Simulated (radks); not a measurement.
Initial-state core-level shifts of the iridium ion Ir+ when its valence configuration changes from [Xe] 4f14 5d7 6s1. All-electron calculation, Dirac Kohn-Sham, PBE, spin-unpolarised, spherical densities, point nucleus; open shells are shared between the two j in proportion to 2j + 1. Program: a radial shooting solver on a logarithmic mesh with Libxc functionals. Shifts are changes of the shell-averaged eigenvalues in eV (positive: less bound).

valence,2p,3p,4d,5p
4f13 5d7 6s1 6p1,-17.394,-19.289,-16.484,-7.815
4f13 5d7 6s2,-15.752,-17.637,-14.832,-6.170
4f14 5d6 6s1 6p1,-4.986,-4.953,-4.936,-4.545
4f13.5 5d7 6s1 6p0.5,-8.549,-9.482,-8.132,-3.866
4f13 5d9,-8.894,-10.853,-8.093,-0.166
4f14 5d6 6s2,-3.367,-3.325,-3.307,-2.929
4f14 5d8,+3.068,+3.042,+3.034,+2.736
4f14 5d5 6s2 6p1,-8.617,-8.523,-8.473,-7.602
4f13 5d8 6s1,-12.181,-14.111,-11.335,-3.083
